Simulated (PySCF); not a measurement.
# Shieldings and the share of exact exchange

Molecule: F3Si(SH), F3HSSi.

Atoms are numbered as in `[F:1][Si:2]([F:3])([F:4])[SH:5]`; H(Xn) means a hydrogen on atom n.

GIAO shieldings (ppm, equivalent atoms averaged) in PySCF 2.14 on the PBE0-D3(BJ)/def2-SVP geometry, basis pcSseg-2, gas phase, non-relativistic:

```tsv
functional	exact exchange (%)	σ(F1/F3/F4)	σ(Si2)
BLYP	0	286.6	372.5
BP86	0	284.7	377.9
PBE	0	283.6	378.2
PBE0	25	301.3	396.6
mPW1PW91	25	302.3	396.3
BHandHLYP	50	317.4	409.3
HF	100	342.7	450.1
```

Question: Fit each shielding as a line in the percentage of exact exchange.

Answer: σ(F1/F3/F4) = 286.0 + 0.58 x (rms 1.6 ppm); σ(Si2) = 376.5 + 0.73 x (rms 2.4 ppm). The functionals also differ in their semilocal parts, which the line can't hold; Hartree–Fock has no correlation at all.

Question: What does the line predict for B3LYP (20 %), and what does the run give?

Answer: σ(F1/F3/F4): 297.6 predicted, 300.0 computed; σ(Si2): 391.1 predicted, 386.9 computed ppm.
